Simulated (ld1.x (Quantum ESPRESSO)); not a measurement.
B, RRKJ: configuration errors across variants

```json
{
 "Element": "B (Z = 5)",
 "Generator": "ld1.x (Quantum ESPRESSO) 7.5",
 "Type": "norm-conserving RRKJ (Kleinman–Bylander form)",
 "Functional": "LDA (PZ)",
 "Relativity": "scalar-relativistic",
 "Frozen core": "[He]",
 "Valence charge": "3",
 "Reference configuration": "2s1.75 2p1.25",
 "Partial waves": "2p (bound): rc 3.95 bohr; 2s (bound): rc 1.50 bohr",
 "Local potential": "the s channel",
 "Core correction": "Bessel-smoothed model core, default radius (core density twice the valence density)"
}
```

All-electron excitation energies from the reference (eV): (1) 2s2 2p1 -1.418; (2) 2s2 2p0 6.908; (3) 2s1 2p0 32.213; (4) 2s2 2p0.5 1.524; (5) 2s1 2p1 12.865; (6) 2s2 2p1.3 -2.191; (7) 2s1 2p2 4.267; (8) 2s1.75 2p1.25 spin -0.562; (9) 2s2 2p1 spin -1.653.

Spin tests fill each open shell by Hund’s rule, majority spin first.

The default core radius of the base comes out at 0.68 bohr.

Tests that are not counted but printed errors over 1 eV. “type ultrasoft; waves now 2s (bound): rcut 1.30, rcutus 1.50 bohr; 2s channel at -0.3 Ry: rcut 1.30, rcutus 1.50 bohr; 2p (bound): rcut 3.45, rcutus 3.95 bohr; 2p channel at 0.1 Ry: rcut 3.45, rcutus 3.95 bohr; local potential all-electron potential smoothed inside 2.45 bohr (lloc = -2); augmentation built from norm-conserving waves at rcut, not smoothed further”: 2s1 2p1 (solver errors, printed error -22.8 eV).

3 further variants failed, have other tests or another functional or relativity, and are left out.

Errors AE − PS in meV (a dash: test not solved or not reliable):

| change | (1) | (2) | (3) | (4) | (5) | (6) | (7) | (8) | (9) | bound ghosts |
| --- | --- | --- | --- | --- | --- | --- | --- | --- | --- | --- |
| base | -4.2 | +341 | +998 | +66 | -39 | -7.3 | -37 | -12 | -9.1 | none |
| type ultrasoft; waves now 2s (bound): rcut 1.30, rcutus 1.50 bohr; 2s channel at -0.3 Ry: rcut 1.30, rcutus 1.50 bohr; 2p (bound): rcut 3.45, rcutus 3.95 bohr; 2p channel at 0.1 Ry: rcut 3.45, rcutus 3.95 bohr; local potential all-electron potential smoothed inside 2.45 bohr (lloc = -2); augmentation built from norm-conserving waves at rcut, not smoothed further | -1.6 | +164 | +492 | +17 | – | -19 | -13 | +4.0 | +0.6 | not determined |
| wave 2p (bound): rc 3.95 bohr becomes 2p (bound): rc 4.62 bohr | -8.4 | +585 | +1690 | +119 | -27 | -12 | -76 | -41 | -22 | none |
| core correction Bessel-smoothed model core inside 1.32 bohr | -3.9 | +342 | +1007 | +67 | -35 | -7.1 | -35 | -6.3 | -7.6 | none |
| wave 2s (bound): rc 1.50 bohr becomes 2s (bound): rc 2.22 bohr | -5.2 | +350 | +1013 | +67 | -47 | -7.6 | -47 | -11 | -8.6 | none |
| local potential the p channel | -2.6 | +241 | +744 | +43 | -57 | -8.6 | -23 | -1.7 | -4.6 | none |
| core correction Bessel-smoothed model core inside 0.56 bohr | -4.2 | +341 | +998 | +66 | -39 | -7.3 | -37 | -12 | -9.1 | none |
| local potential all-electron potential smoothed inside 3.00 bohr (lloc = -2) | -3.9 | +339 | +998 | +66 | -39 | -7.5 | -34 | -11 | -9.1 | none |
| core correction Bessel-smoothed model core inside 1.46 bohr | -3.8 | +342 | +1012 | +67 | -33 | -7.0 | -33 | -3.8 | -6.9 | none |

Task: Give the same row for: all radii but the core radius scaled by about 1.13 (s 1.70, p 4.48 bohr).

Result: -7.2, +506, +1467, +101, -36, -11, -65, -32, -18; bound ghosts: none.
